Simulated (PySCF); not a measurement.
# Electron correlation in Si(2+) (silicon, charge +2)

[Ne] 3s1 3d1, high-spin 3D determinant (an excited configuration). Computed with PySCF 2.14 in aug-cc-pV(T+d)Z, with the non-relativistic Hamiltonian (point nucleus). Frozen: [Ne]; 2 electrons correlated.

With two correlated electrons CCSD is exact within the correlated space (frozen core and kept virtual orbitals).

```csv
level,correlation energy (mhartree)
CCSD,-8.67
```

Diagnostics: T1 = 0.0019, D1 = 0.0033, largest double amplitude 0.042.

The outer electron is Rydberg-like, and this basis confines it to a smaller radius and binds it less than a complete one would.

Cost of the coupled-cluster step: about 0.9 core-seconds, for 2 correlated electrons.
